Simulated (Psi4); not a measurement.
Cl$_{4}$MoO, singlet, geometry from GFN2-xTB (such geometries of metal compounds can be far from the true shape) (core potentials on Mo); PBE0/def2-QZVP in Psi4 1.11.

Here is a job for Psi4.
```
memory 2 GB

molecule {
0 1
Mo    0.18360644   -0.04761866    0.17119690
O     1.35451239   -0.35129520    1.26296397
Cl   -1.40727280    0.36497871   -1.31215843
Cl    0.35213283    2.16935645    0.44469871
Cl    1.31258699   -1.05327167   -1.48175439
Cl   -1.34848053   -1.19810201    1.33192107
}

set {
  basis def2-qzvp
}

energy('pbe0')
print_variables()
```

What the program printed (banner, timings and long lists left out):

```
   => Loading Basis Set <=

    Name: DEF2-QZVP
    Role: ORBITAL
    Keyword: BASIS

    !!!  WARNING: ECP capability is in beta. Please check occupations closely.  !!!

         ---------------------------------------------------------
                                   SCF
               by Justin Turney, Rob Parrish, Andy Simmonett
                          and Daniel G. A. Smith
                              RKS Reference
         ---------------------------------------------------------

  ==> Geometry <==

    Molecular point group: c1
    Full point group: C1

    Geometry (in Angstrom), charge = 0, multiplicity = 1:

       Center              X                  Y                   Z               Mass
    ------------   -----------------  -----------------  -----------------  -----------------
         MO           0.177738334403    -0.046096754791     0.165725406666    97.905404820000
         O            1.348644284403    -0.349773294791     1.257492476666    15.994914619570
         CL          -1.413140905597     0.366500615209    -1.317629923334    34.968852682000
         CL           0.346264724403     2.170878355209     0.439227216666    34.968852682000
         CL           1.306718884403    -1.051749764791    -1.487225883334    34.968852682000
         CL          -1.354348635597    -1.196580104791     1.326449576666    34.968852682000

  Running in c1 symmetry.

  Rotational constants: A =      0.03647  B =      0.03647  C =      0.03210 [cm^-1]
  Rotational constants: A =   1093.45917  B =   1093.45917  C =    962.26359 [MHz]
  Nuclear repulsion =  624.578923911779839

  Charge       = 0
  Multiplicity = 1
  Electrons    = 90
  Nalpha       = 45
  Nbeta        = 45

  ==> Algorithm <==

  SCF Algorithm Type is DF.
  DIIS enabled.
  MOM disabled.
  Fractional occupation disabled.
  Guess Type is SAD.
  Energy threshold   = 1.00e-06
  Density threshold  = 1.00e-06
  Integral threshold = 1.00e-12

  ==> Primary Basis <==

  Basis Set: DEF2-QZVP
    Blend: DEF2-QZVP
    Number of shells: 125
    Number of basis functions: 409
    Number of Cartesian functions: 507
    Spherical Harmonics?: true
    Max angular momentum: 4

  Core potential: DEF2-QZVP
    Number of shells: 4
    Number of ECP primitives: 14
    Number of ECP core electrons: 28
    Max angular momentum: 3

  ==> DFT Potential <==

   => LibXC <=

    Version 7.1.2
    S. Lehtola, C. Steigemann, M. J. T. Oliveira, and M. A. L. Marques,  SoftwareX 7, 1–5 (2018) (10.1016/j.softx.2017.11.002)

   => Composite Functional: PBE0 <=

    PBE0 Hyb-GGA Exchange-Correlation Functional

    C. Adamo and V. Barone,  J. Chem. Phys. 110, 6158 (1999) (10.1063/1.478522)
    M. Ernzerhof and G. E. Scuseria,  J. Chem. Phys. 110, 5029 (1999) (10.1063/1.478401)

    Deriv               =              1
    GGA                 =           TRUE
    Meta                =          FALSE

    Exchange Hybrid     =           TRUE
    MP2 Hybrid          =          FALSE

   => Exchange Functionals <=

    0.7500   Perdew, Burke & Ernzerhof

   => Exact (HF) Exchange <=

    0.2500               HF

   => Correlation Functionals <=

    1.0000   Perdew, Burke & Ernzerhof

   => LibXC Density Thresholds  <==

    XC_HYB_GGA_XC_PBEH:  1.00E-15

   => Molecular Quadrature <=

    Radial Scheme          =       TREUTLER
    Pruning Scheme         =           NONE
    Nuclear Scheme         =       TREUTLER

    Blocking Scheme        =         OCTREE
    BS radius alpha        =              1
    Pruning alpha          =              1
    Radial Points          =             75
    Spherical Points       =            302
    Total Points           =         130822
    Total Blocks           =           1083
    Max Points             =            256
    Max Functions          =            352
    Weights Tolerance      =       1.00E-15

   => Loading Basis Set <=

    Name: (DEF2-QZVP AUX)
    Role: JKFIT
    Keyword: DF_BASIS_SCF

  ==> Integral Setup <==

  SCF_SUBTYPE=INCORE selected. In-core MEM_DF algorithm will be used.
  Using in-core AOs.

  ==> MemDFJK: Density-Fitted J/K Matrices <==

    J tasked:                   Yes
    K tasked:                   Yes
    wK tasked:                   No
    Algorithm:                 Core
    Schwarz Cutoff:           1E-12
    Mask sparsity (%):       9.6855
    Fitting Condition:        1E-10

   => Auxiliary Basis Set <=

  Basis Set: (DEF2-QZVP AUX)
    Blend: DEF2-UNIVERSAL-JKFIT
    Number of shells: 226
    Number of basis functions: 844
    Number of Cartesian functions: 1097
    Spherical Harmonics?: true
    Max angular momentum: 6

  Minimum eigenvalue in the overlap matrix is 1.8203576259E-04.
  Reciprocal condition number of the overlap matrix is 2.6125179471E-05.
    Using symmetric orthogonalization.

  ==> Pre-Iterations <==

  SCF Guess: Superposition of Atomic Densities via on-the-fly atomic UHF (no occupation information).

   -------------------------
    Irrep   Nso     Nmo
   -------------------------
     A        409     409
   -------------------------
    Total     409     409
   -------------------------

  ==> Iterations <==

                           Total Energy        Delta E     RMS |[F,P]|

   @DF-RKS iter SAD: -1983.43910743918013   -1.98344e+03   0.00000e+00
   @DF-RKS iter   1: -1983.08706400525148    3.52043e-01   3.51503e-03 ADIIS/DIIS
   @DF-RKS iter   2: -1972.29926127888575    1.07878e+01   1.17557e-02 ADIIS/DIIS
   @DF-RKS iter   3: -1983.76285358255359   -1.14636e+01   1.32516e-03 ADIIS/DIIS
   @DF-RKS iter   4: -1983.68825285653429    7.46007e-02   1.63405e-03 ADIIS/DIIS
   @DF-RKS iter   5: -1983.86620102525217   -1.77948e-01   2.93463e-04 ADIIS/DIIS
   @DF-RKS iter   6: -1983.86951019387834   -3.30917e-03   2.00588e-04 ADIIS/DIIS
   @DF-RKS iter   7: -1983.87204838798698   -2.53819e-03   4.16841e-05 DIIS
   @DF-RKS iter   8: -1983.87215363421456   -1.05246e-04   1.76508e-05 DIIS
   @DF-RKS iter   9: -1983.87217518546618   -2.15513e-05   4.60426e-06 DIIS
   @DF-RKS iter  10: -1983.87217655237669   -1.36691e-06   1.08457e-06 DIIS
   @DF-RKS iter  11: -1983.87217663200954   -7.96329e-08   3.74466e-07 DIIS
  Energy and wave function converged.

  ==> Post-Iterations <==

   Electrons on quadrature grid:
      Ntotal   =   89.9999975543 ; deviation = -2.446e-06

    Orbital Energies [Eh]
    ---------------------

    Doubly Occupied:

[...]
    Virtual:

[...]
     409A    526.037788

    Final Occupation by Irrep:
              A
    DOCC [    45 ]
    NA   [    45 ]
    NB   [    45 ]

  @DF-RKS Final Energy: -1983.87217663200954

   => Energetics <=

    Nuclear Repulsion Energy =            624.5789239117798388
    One-Electron Energy =               -4006.6431721781191300
    Two-Electron Energy =                1495.5689512505566654
    DFT Exchange-Correlation Energy =     -97.3768796162268870
    Empirical Dispersion Energy =           0.0000000000000000
    VV10 Nonlocal Energy =                  0.0000000000000000
    Total Energy =                      -1983.8721766320095412

Computation Completed

Properties will be evaluated at   0.000000,   0.000000,   0.000000 [a0]

Properties computed using the SCF density matrix

 Multipole Moments:

 ------------------------------------------------------------------------------------
     Multipole            Electronic (a.u.)      Nuclear  (a.u.)        Total (a.u.)
 ------------------------------------------------------------------------------------

 L = 1.  Multiply by 2.5417464519 to convert [e a0] to [Debye]
 Dipole X            :         10.8079027          -10.7130651            0.0948377
 Dipole Y            :         -2.8030523            2.7784526           -0.0245997
 Dipole Z            :         10.0773445           -9.9889935            0.0883510
 Magnitude           :                                                    0.1319289

 ------------------------------------------------------------------------------------

  Variable Map:
  ----------------------------------------------------------------------------
[...]
  Array Variable Map:
  ----------------------------------------------------------------------------
[...]
[...]
```
